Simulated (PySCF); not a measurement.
Calculation: PBE-D3(BJ)/def2-TZVP // PBE0-D3(BJ)/def2-TZVP run with PySCF. Gas-phase values, no solvent. One relaxed conformer stands for a flexible species; it need not be the lowest. 

Reference species (SMILES): `[CH]N` (excited triplet) (neutral, multiplicity 3).

The highest occupied spin orbital is -4.23 eV.

Changed species: `[CH]O` (excited triplet; H–C–O–H torsion 102°) (X = hydroxy, multiplicity 3; the reference has X = amino, multiplicity 3).

### Question
Predict the effect on the highest occupied spin orbital.

### Answer
the highest occupied spin orbital decreases by 0.21 eV, to -4.44 eV.
